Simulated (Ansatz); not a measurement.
Ge3O3⁻. Total charge -1; doublet. Geometry r2SCAN-D4/def2-SVP, that of the neutral singlet; atoms count from 1.

```xyz
6

Ge   -0.641   -0.283    1.819
Ge   -0.726    1.456   -1.074
Ge    1.367   -1.173   -0.745
O     0.536    0.240   -1.495
O    -1.129    0.964    0.612
O     0.594   -1.203    0.883
```

The highest occupied level of the charge -1 doublet lies above zero (up to 0.95 eV). By energy differences its removal costs 0.58 eV (vertical, to the charge 0 singlet, at PBE0-D4/def2-TZVPD); a positive level beside a positive removal energy at the same level points to self-interaction error. The structure comes from a short search, and lower isomers may exist.

(1) Estimate the Mulliken populations from the PBE0/def2-TZVPD orbitals of Ansatz.

(2) Where does the spin sit?

(3) And the Mayer bond orders between bonded heavy atoms (over 0.3)?

## Answers

(1) 
```
atom  charge (e)  spin (α − β)
 Ge1       -0.46          0.63
 Ge2       -0.20          0.23
 Ge3       -0.19          0.22
  O4       -0.12          0.09
  O5       -0.01         -0.09
  O6       -0.01         -0.09
```
Mulliken values and Mayer orders depend strongly on the basis. With diffuse functions, as here, like atoms can get unlike values, and bond orders can come out too low or too high.

(2) Summed by element: Ge 1.09, O -0.09, of 1 unpaired in all. Largest on single atoms: Ge1 0.63, Ge2 0.23, Ge3 0.22.

(3) Ge2–O4 0.39 (1.80 Å); Ge2–O5 0.47 (1.80 Å); Ge3–O4 0.39 (1.80 Å); Ge3–O6 0.47 (1.80 Å).
